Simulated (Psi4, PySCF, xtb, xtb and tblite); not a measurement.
Relaxed torsion scan: SMILES COC(=O)c1ccccc1 (C8H8O2). Scanned: dihedral C1–O2–C3–O4; all other coordinates were relaxed at GFN2-xTB. Points at φ and −φ are mirror images. Heavy atoms are numbered in the order of the SMILES COC(=O)c1ccccc1, hydrogens after them in the order of the atoms that carry them; the mirror image has the same energies with the sign of each dihedral reversed.

Methods: GFN2-xTB (xtb and tblite); RKS-B3LYP/LANL2DZ = restricted B3LYP/LANL2DZ, density fitting // GFN2-xTB (PySCF); GFN1-xTB // GFN2-xTB (xtb); PBE-D3(BJ)/def2-SVP // GFN2-xTB (Psi4).

Energies relative to the lowest point of each profile, in mEh; the last columns give the difference from PBE-D3(BJ):

```json
[
 {"φ / °": "-150", "GFN2-xTB": "15.5", "RKS-B3LYP/LANL2DZ": "20.7", "GFN1-xTB": "17.6", "PBE-D3(BJ)/def2-SVP": "18.3", "GFN2-xTB − PBE-D3(BJ)/def2-SVP": "-2.8", "RKS-B3LYP/LANL2DZ − PBE-D3(BJ)/def2-SVP": "2.5", "GFN1-xTB − PBE-D3(BJ)/def2-SVP": "-0.7"},
 {"φ / °": "-120", "GFN2-xTB": "19.7", "RKS-B3LYP/LANL2DZ": "20.3", "GFN1-xTB": "20.3", "PBE-D3(BJ)/def2-SVP": "19.8", "GFN2-xTB − PBE-D3(BJ)/def2-SVP": "-0.1", "RKS-B3LYP/LANL2DZ − PBE-D3(BJ)/def2-SVP": "0.5", "GFN1-xTB − PBE-D3(BJ)/def2-SVP": "0.5"},
 {"φ / °": "-90", "GFN2-xTB": "21.3", "RKS-B3LYP/LANL2DZ": "19.5", "GFN1-xTB": "20.7", "PBE-D3(BJ)/def2-SVP": "20.0", "GFN2-xTB − PBE-D3(BJ)/def2-SVP": "1.3", "RKS-B3LYP/LANL2DZ − PBE-D3(BJ)/def2-SVP": "-0.5", "GFN1-xTB − PBE-D3(BJ)/def2-SVP": "0.7"},
 {"φ / °": "-60", "GFN2-xTB": "14.7", "RKS-B3LYP/LANL2DZ": "13.2", "GFN1-xTB": "13.7", "PBE-D3(BJ)/def2-SVP": "14.0", "GFN2-xTB − PBE-D3(BJ)/def2-SVP": "0.7", "RKS-B3LYP/LANL2DZ − PBE-D3(BJ)/def2-SVP": "-0.8", "GFN1-xTB − PBE-D3(BJ)/def2-SVP": "-0.3"},
 {"φ / °": "-30", "GFN2-xTB": "4.5", "RKS-B3LYP/LANL2DZ": "4.5", "GFN1-xTB": "4.3", "PBE-D3(BJ)/def2-SVP": "4.7", "GFN2-xTB − PBE-D3(BJ)/def2-SVP": "-0.2", "RKS-B3LYP/LANL2DZ − PBE-D3(BJ)/def2-SVP": "-0.2", "GFN1-xTB − PBE-D3(BJ)/def2-SVP": "-0.4"},
 {"φ / °": "0", "GFN2-xTB": "0.0", "RKS-B3LYP/LANL2DZ": "0.0", "GFN1-xTB": "0.0", "PBE-D3(BJ)/def2-SVP": "0.0", "GFN2-xTB − PBE-D3(BJ)/def2-SVP": "0.0", "RKS-B3LYP/LANL2DZ − PBE-D3(BJ)/def2-SVP": "0.0", "GFN1-xTB − PBE-D3(BJ)/def2-SVP": "0.0"},
 {"φ / °": "30", "GFN2-xTB": "4.5", "RKS-B3LYP/LANL2DZ": "4.5", "GFN1-xTB": "4.3", "PBE-D3(BJ)/def2-SVP": "4.7", "GFN2-xTB − PBE-D3(BJ)/def2-SVP": "-0.2", "RKS-B3LYP/LANL2DZ − PBE-D3(BJ)/def2-SVP": "-0.2", "GFN1-xTB − PBE-D3(BJ)/def2-SVP": "-0.4"},
 {"φ / °": "60", "GFN2-xTB": "14.7", "RKS-B3LYP/LANL2DZ": "13.2", "GFN1-xTB": "13.7", "PBE-D3(BJ)/def2-SVP": "14.0", "GFN2-xTB − PBE-D3(BJ)/def2-SVP": "0.7", "RKS-B3LYP/LANL2DZ − PBE-D3(BJ)/def2-SVP": "-0.8", "GFN1-xTB − PBE-D3(BJ)/def2-SVP": "-0.3"},
 {"φ / °": "90", "GFN2-xTB": "21.3", "RKS-B3LYP/LANL2DZ": "19.5", "GFN1-xTB": "20.7", "PBE-D3(BJ)/def2-SVP": "20.0", "GFN2-xTB − PBE-D3(BJ)/def2-SVP": "1.3", "RKS-B3LYP/LANL2DZ − PBE-D3(BJ)/def2-SVP": "-0.5", "GFN1-xTB − PBE-D3(BJ)/def2-SVP": "0.7"},
 {"φ / °": "120", "GFN2-xTB": "19.7", "RKS-B3LYP/LANL2DZ": "20.3", "GFN1-xTB": "20.3", "PBE-D3(BJ)/def2-SVP": "19.8", "GFN2-xTB − PBE-D3(BJ)/def2-SVP": "-0.1", "RKS-B3LYP/LANL2DZ − PBE-D3(BJ)/def2-SVP": "0.5", "GFN1-xTB − PBE-D3(BJ)/def2-SVP": "0.5"},
 {"φ / °": "150", "GFN2-xTB": "15.5", "RKS-B3LYP/LANL2DZ": "20.7", "GFN1-xTB": "17.6", "PBE-D3(BJ)/def2-SVP": "18.3", "GFN2-xTB − PBE-D3(BJ)/def2-SVP": "-2.8", "RKS-B3LYP/LANL2DZ − PBE-D3(BJ)/def2-SVP": "2.5", "GFN1-xTB − PBE-D3(BJ)/def2-SVP": "-0.7"},
 {"φ / °": "180", "GFN2-xTB": "13.7", "RKS-B3LYP/LANL2DZ": "23.9", "GFN1-xTB": "17.1", "PBE-D3(BJ)/def2-SVP": "19.9", "GFN2-xTB − PBE-D3(BJ)/def2-SVP": "-6.1", "RKS-B3LYP/LANL2DZ − PBE-D3(BJ)/def2-SVP": "4.0", "GFN1-xTB − PBE-D3(BJ)/def2-SVP": "-2.8"}
]
```

GFN2-xTB is furthest from PBE-D3(BJ)/def2-SVP at 180 (-6.1 mEh, below); its mean absolute difference over the points is 1.4 mEh.

RKS-B3LYP/LANL2DZ is furthest from PBE-D3(BJ)/def2-SVP at 180 (4.0 mEh, above); its mean absolute difference over the points is 1.1 mEh.

GFN1-xTB is furthest from PBE-D3(BJ)/def2-SVP at 180 (-2.8 mEh, below); its mean absolute difference over the points is 0.7 mEh.
